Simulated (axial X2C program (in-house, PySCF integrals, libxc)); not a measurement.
# Outer orbitals of TcI²⁺ at 2.710 Å, PBE0

Computed with an in-house all-electron X2C program for linear molecules (integrals from PySCF). Spin-free means the one-electron spin-free X2C Hamiltonian; two-component (2c) means X2C with spin–orbit coupling and atomic mean-field two-electron Coulomb and Gaunt terms, so the difference of the two also holds small scalar two-electron terms. Basis: I dyall-v2z [9s9p7d], Tc dyall-v2z [10s10p7d2f] (cores contracted in-house); Gaussian nuclei, density fitting, unrestricted open shells. Masses: I 126.904 u, Tc 98.907 u.

The distance is close to the 2c PBE0 minimum; the highest filled and lowest empty levels are listed.

Spin-free orbitals, state M_S = 2, Λ = 1 (beyond evenly filled blocks: σα, π+α, δ+α, δ-α) (Löwdin shares):

```csv
symmetry,occupied,ε (eV),atomic character
σβ,yes,-31.71,"85% I s, 7% Tc p, 4% Tc d"
σα,yes,-30.80,"84% I s, 7% Tc p, 5% Tc d"
σα,yes,-22.72,"76% Tc d, 18% I p, 4% I s"
π+α,yes,-22.45,"95% Tc d, 4% I p"
δ+α,yes,-22.34,100% Tc d
δ-α,yes,-22.34,100% Tc d
π-α,yes,-22.32,"97% Tc d, 3% I p"
σβ,yes,-21.17,"69% I p, 15% Tc d, 7% Tc s"
π-β,yes,-20.15,"89% I p, 8% Tc d, 2% Tc p"
π+β,yes,-20.15,"89% I p, 8% Tc d, 2% Tc p"
σα,yes,-19.93,"51% I p, 24% Tc s, 19% Tc d"
π+α,yes,-19.04,"90% I p, 6% Tc d, 3% Tc p"
π-α,no,-16.84,"90% I p, 4% Tc d, 4% Tc p"
π+β,no,-15.29,"92% Tc d, 7% I p"
π-β,no,-15.29,"92% Tc d, 7% I p"
δ+β,no,-15.12,100% Tc d
δ-β,no,-15.12,100% Tc d
```

Spinors with spin–orbit coupling (state Ω = 1):

```json
{"ω": "-1/2", "occupied": "yes", "ε (eV)": "-31.68", "atomic character": "85% I s, 7% Tc p, 4% Tc d", "λ mixture": "100% σ"}
{"ω": "1/2", "occupied": "yes", "ε (eV)": "-30.79", "atomic character": "84% I s, 7% Tc p, 5% Tc d", "λ mixture": "100% σ"}
{"ω": "1/2", "occupied": "yes", "ε (eV)": "-22.69", "atomic character": "74% Tc d, 21% I p, 4% I s", "λ mixture": "99% σ, 1% π"}
{"ω": "-1/2", "occupied": "yes", "ε (eV)": "-22.46", "atomic character": "94% Tc d, 6% I p", "λ mixture": "100% π"}
{"ω": "-3/2", "occupied": "yes", "ε (eV)": "-22.40", "atomic character": "100% Tc d", "λ mixture": "100% δ"}
{"ω": "3/2", "occupied": "yes", "ε (eV)": "-22.21", "atomic character": "97% Tc d, 2% I p", "λ mixture": "100% π"}
{"ω": "5/2", "occupied": "yes", "ε (eV)": "-22.16", "atomic character": "100% Tc d", "λ mixture": "100% δ"}
{"ω": "-1/2", "occupied": "yes", "ε (eV)": "-21.26", "atomic character": "70% I p, 15% Tc d, 6% Tc s", "λ mixture": "94% σ, 6% π"}
{"ω": "1/2", "occupied": "yes", "ε (eV)": "-20.68", "atomic character": "80% I p, 13% Tc d, 3% Tc s", "λ mixture": "79% π, 21% σ"}
{"ω": "-3/2", "occupied": "yes", "ε (eV)": "-19.78", "atomic character": "87% I p, 9% Tc d, 2% Tc p", "λ mixture": "100% π"}
{"ω": "1/2", "occupied": "yes", "ε (eV)": "-19.71", "atomic character": "58% I p, 22% Tc s, 15% Tc d", "λ mixture": "80% σ, 20% π"}
{"ω": "-1/2", "occupied": "yes", "ε (eV)": "-19.29", "atomic character": "87% I p, 8% Tc d, 3% Tc p", "λ mixture": "94% π, 6% σ"}
{"ω": "3/2", "occupied": "no", "ε (eV)": "-16.50", "atomic character": "90% I p, 4% Tc p, 4% Tc d", "λ mixture": "100% π"}
{"ω": "1/2", "occupied": "no", "ε (eV)": "-15.29", "atomic character": "93% Tc d, 6% I p", "λ mixture": "100% π"}
{"ω": "-3/2", "occupied": "no", "ε (eV)": "-15.19", "atomic character": "91% Tc d, 8% I p", "λ mixture": "100% π"}
{"ω": "3/2", "occupied": "no", "ε (eV)": "-15.16", "atomic character": "100% Tc d", "λ mixture": "100% δ"}
```

Problem. How does the gap between the highest filled and lowest empty level change from the spin-free to the 2c table?

Solution. From 2.20 to 2.79 eV at PBE0, a change of 0.59 eV.

Mulliken charges and populations of the two-component result (they depend on the basis, above all on diffuse functions):

I 0.89 e (s 9.96 p 22.12 d 20.02), Tc 1.11 e (s 8.40 p 18.19 d 15.27 f 0.03). ⟨Lz⟩ = -1.00 ħ and ⟨Sz⟩ = 2.00 ħ (-0.44 and 2.44 on the two atoms), which add up to Ω.

Occupations by symmetry block were frozen at the best pattern of an incomplete PBE0 search. Density functionals use the spin component along the axis (collinear). Other states lie close and PBE0, whose exact exchange favours high spin, may order them wrongly; the determinant shown need not be the ground state. The nearest other spin-free determinant of the search, M_S = 3, Λ = 1, lies 0.22 eV up at the distance of the search. The functionals have no current-density term, which raises determinants with orbital currents, atoms included. With several unpaired electrons one determinant need not be a pure state. Open-shell Ω = 0 determinants with evenly filled partner blocks cannot be reached by this program, so the Ω shown need not be the lowest component. The determinant is spin-polarised beyond a pure state at some levels (its spin-free form has ⟨S²⟩ too high), which makes Re and μ there less reliable.
